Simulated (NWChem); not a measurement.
# C3HBrF2; SMILES FC(Br)=C=CF

```xyz
7

F      0.6485    -3.3048    -0.4410
C      0.2378    -2.4423     0.5034
C     -0.2394    -1.2418     0.2393
C     -0.6863    -0.0226     0.0413
F     -1.9693     0.2961    -0.1409
Br     0.4384     1.5094    -0.0201
H      0.3438    -2.8599     1.5218
```
Atoms are numbered in this order, from 1.

Level: PBE-D3(BJ)/def2-SVP (NWChem), optimised geometry, unscaled harmonic frequencies. This build's default masses of Se (78.918 u) and Br (79.917 u) are each other's, which moves their modes by up to 0.6 %.

Q: List the harmonic frequencies with IR intensities, and the thermochemistry.

A: 
| frequency (cm⁻¹) | IR intensity (km/mol) |
|---|---|
| 85 | 0.1 |
| 120 | 0.5 |
| 255 | 5.8 |
| 316 | 2.0 |
| 392 | 4.1 |
| 474 | 1.3 |
| 545 | 8.4 |
| 675 | 104.9 |
| 837 | 5.6 |
| 996 | 231.5 |
| 1118 | 291.3 |
| 1242 | 24.4 |
| 1438 | 25.5 |
| 2035 | 447.1 |
| 3089 | 6.0 |

The zero-point energy is 19.5 kcal/mol and the thermal correction to the enthalpy at 298.15 K (with zero-point energy) comes out as 23.9 kcal/mol. The heat capacity Cv is 19.6 cal/(mol K), the entropy at 298.15 K and 1 atm (symmetry number 1) is 82.7 cal/(mol K) and the dipole moment is 1.22 D.

Rigid rotor and harmonic oscillator; modes under 100 cm⁻¹ make the entropy uncertain.
